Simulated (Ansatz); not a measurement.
Cost and result for the atomization energy of GaH5O3Se (10 atoms, 9 bonds).

Cartesian coordinates in Å:
```
O -1.137 -0.914 0.880
Ga 0.340 0.364 0.052
O 0.675 1.603 1.299
O -0.936 0.794 -1.161
Se 1.940 -1.256 -0.550
H -1.828 -0.680 0.239
H 1.549 1.542 1.687
H -1.068 1.739 -1.259
H 1.338 -1.366 -1.885
H -0.874 -1.825 0.698
```

Total charge 0; spin multiplicity 1. Correlated methods include outer-core shells of Ga, Se, which these sets cover unevenly. Scalar relativity is left out up to krypton. The bonds changed during the relaxation, so this is another structure than the one it started from. The structure was optimised at the PBE0-D4/def2-TZVP level. It is one conformer, not always the lowest. Program: Ansatz. All runs use 4 threads of an AMD EPYC 9R45 on a shared host. Times are those of one run each, without the atoms' runs, and a repeat can differ threefold. Electronic energies, without spin–orbit coupling; frozen cores. CCSD(T)/CBS adds CCSD(T) − MP2 in def2-TZVPP to the MP2 limit, and its time is that of the two runs behind it. T1 = 0.012. With those shells the extrapolation isn't a true limit. HSE06 is the plane-wave form, built on full-range PBE exchange.

CCSD(T)/CBS is a level of theory with its own doubt, some kJ/mol a heavy atom from the limit and from the frozen cores, so smaller differences don't rank the functionals.

```json
{"level": "LDA (SPW92)/def2-TZVPP", "functions": "259", "wall time": "0.65 s", "atomization (kJ/mol)": "3853.3", "difference from CCSD(T)/CBS": "520.6", "per bond": "57.8"}
{"level": "revPBE-D4/def2-TZVPP", "functions": "259", "wall time": "1 s", "atomization (kJ/mol)": "3221.8", "difference from CCSD(T)/CBS": "-110.9", "per bond": "-12.3"}
{"level": "BHLYP-D4/def2-TZVPP", "functions": "259", "wall time": "1.8 s", "atomization (kJ/mol)": "3112.4", "difference from CCSD(T)/CBS": "-220.3", "per bond": "-24.5"}
{"level": "HSE06-D4/def2-TZVPP", "functions": "259", "wall time": "1.9 s", "atomization (kJ/mol)": "3239.9", "difference from CCSD(T)/CBS": "-92.8", "per bond": "-10.3"}
{"level": "r2SCAN-D4/def2-TZVPP (with forces)", "functions": "259", "wall time": "1.9 s", "atomization (kJ/mol)": "3300.1", "difference from CCSD(T)/CBS": "-32.6", "per bond": "-3.6"}
{"level": "r2SCANh-D4/def2-TZVPP", "functions": "259", "wall time": "2.4 s", "atomization (kJ/mol)": "3263.3", "difference from CCSD(T)/CBS": "-69.4", "per bond": "-7.7"}
{"level": "B2PLYP/def2-TZVPP", "functions": "259", "wall time": "2.8 s", "atomization (kJ/mol)": "3239.5", "difference from CCSD(T)/CBS": "-93.2", "per bond": "-10.4"}
{"level": "ωB97X-V/def2-TZVPP", "functions": "259", "wall time": "3.7 s", "atomization (kJ/mol)": "3289.6", "difference from CCSD(T)/CBS": "-43.1", "per bond": "-4.8"}
{"level": "ωB97M-V/def2-TZVPP (with forces)", "functions": "259", "wall time": "5.5 s", "atomization (kJ/mol)": "3279.4", "difference from CCSD(T)/CBS": "-53.3", "per bond": "-5.9"}
{"level": "CCSD(T)/def2-SVP", "functions": "131", "wall time": "7 s", "atomization (kJ/mol)": "3064.7", "difference from CCSD(T)/CBS": "-268.0", "per bond": "-29.8"}
{"level": "MP2/def2-QZVPP", "functions": "499", "wall time": "12 s", "atomization (kJ/mol)": "3382.1", "difference from CCSD(T)/CBS": "49.4", "per bond": "5.5"}
{"level": "CCSD(T)/def2-TZVPP", "functions": "259", "wall time": "2.3 min", "atomization (kJ/mol)": "3235.1", "difference from CCSD(T)/CBS": "-97.6", "per bond": "-10.8"}
{"level": "CCSD(T)/CBS(def2)", "functions": "–", "wall time": "2.5 min", "atomization (kJ/mol)": "3332.7", "difference from CCSD(T)/CBS": "0.0", "per bond": "0.0"}
```

At CCSD(T), def2-SVP lies −267.9 kJ/mol from the extrapolated value and def2-TZVPP −97.6 kJ/mol: correlation converges slowly with the basis, and small sets miss more of it in the bonded molecule than in its fragments. From r2SCAN to r2SCAN0 (25 % exact exchange), in def2-TZVPP and without D4, the atomization energy moves by −90.8 kJ/mol: exact exchange takes away binding that semilocal exchange gives to molecules. In def2-TZVPP, CCSD(T) changes the Hartree–Fock value by +1052.4 kJ/mol (the triples alone add +63.3 kJ/mol) and MP2 by +1142.5 kJ/mol; breaking electron pairs costs correlation energy, which Hartree–Fock lacks.

For some Ge, Se and Sn compounds the MP2-based and the directly extrapolated limit differ by 10 to 25 kJ/mol.
